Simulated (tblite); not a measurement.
Run record: tight-binding relaxation, `B[C@@](C)(C[SiH3])[SiH2]CC`.

Computed with GFN2-xTB geometry optimisation, gas phase (tblite 0.8.0). Start geometry: from a force field or distance geometry. The input is one job of a driver script: a line of settings, then coordinates in Å.

Command:
```bash
OMP_NUM_THREADS=1 python probes_run.py task.json out
```

Input:
```
{"job": {"kind": "relax", "xc": "GFN2-xTB", "basis": "xTB"}, "charge": 0, "multiplicity": 1}
B     -0.781700    -0.860300    -1.159600
C     -0.676000     0.351000    -0.131500
C     -1.524700     1.521600    -0.492000
C     -1.126400    -0.199200     1.209300
Si    -2.894300    -0.782500     1.000200
Si     1.101500     0.921500    -0.030100
C      2.156700    -0.432700    -0.753300
C      3.506900    -0.416600    -0.026600
H      0.007500    -0.863100    -2.037000
H     -1.166500    -1.940200    -0.817400
H     -1.936200     1.929200     0.450700
H     -2.405700     1.233000    -1.119100
H     -0.948200     2.325100    -0.991800
H     -1.120000     0.682600     1.908900
H     -0.467500    -0.977400     1.619600
H     -3.203800    -1.702700     2.097400
H     -3.080700    -1.483500    -0.279100
H     -3.828900     0.340800     1.010800
H      1.303100     2.174400    -0.753000
H      1.472100     1.087100     1.383800
H      1.672800    -1.409400    -0.623500
H      2.359800    -0.227100    -1.825200
H      3.456100    -1.002200     0.931900
H      3.798400     0.617300     0.192500
H      4.314500    -0.862600    -0.641900
```

Output:
```
step      E/eV     max force
  0    -652.99827    1.898
  1    -653.22530    1.237
  2    -653.34853    0.911
  3    -653.43340    0.814
  4    -653.52381    0.589
  5    -653.57290    0.545
  6    -653.61391    0.607
  7    -653.65862    0.571
  8    -653.70999    0.625
  9    -653.77329    0.639
... (184 lines left out)
194    -654.25219    0.015
195    -654.25224    0.011
196    -654.25227    0.012
197    -654.25231    0.014
198    -654.25235    0.014
199    -654.25239    0.012
200    -654.25243    0.016
201    -654.25246    0.015
202    -654.25250    0.014
203    -654.25254    0.008
```

«max force» is the largest atomic force in eV/Å.

Problem. From which step on does the largest force stay under 0.1 eV/Å, and how much energy is left to gain from there?

Solution. From step 106 (0.099 eV/Å), 23.9 meV above the end.

In short: energy lowered by 28.9 kcal/mol over 203 steps; largest atomic force 0.008 eV/Å at the end.

Problem. Where do the atoms end?

Solution. 0.796 Å rms from the input after alignment:
```
atom  x, y, z in Å
B1    -0.8060   -0.4408   -1.6266
C2    -0.8021    0.3532   -0.3038
C3    -1.5605    1.6794   -0.3234
C4    -1.1599   -0.4367    0.9614
Si5   -2.9901   -0.9502    1.0525
Si6    1.0877    0.8060   -0.1907
C7     2.2296   -0.7094   -0.0862
C8     3.6956   -0.3146    0.0452
H9    -0.9374    0.1177   -2.6477
H10   -0.6216   -1.5980   -1.6279
H11   -1.3995    2.2435    0.5954
H12   -2.6305    1.4984   -0.4216
H13   -1.2467    2.2968   -1.1616
H14   -0.9079    0.1472    1.8529
H15   -0.5540   -1.3438    1.0036
H16   -3.1247   -2.0470    2.0172
H17   -3.4392   -1.3928   -0.2690
H18   -3.8296    0.1611    1.5112
H19    1.5006    1.6483   -1.3232
H20    1.2240    1.6063    1.0399
H21    1.9581   -1.3346    0.7659
H22    2.1074   -1.3294   -0.9755
H23    3.8525    0.2772    0.9433
H24    4.0095    0.2815   -0.8079
H25    4.3338   -1.1950    0.1003
```

Problem. Estimate the wall time. Hardware: one thread, Arm Neoverse N1 (aarch64) (shared host).

Solution. About 3.6 s.
Labels such as C1 count atoms from 1, the log's own numbers from 0.
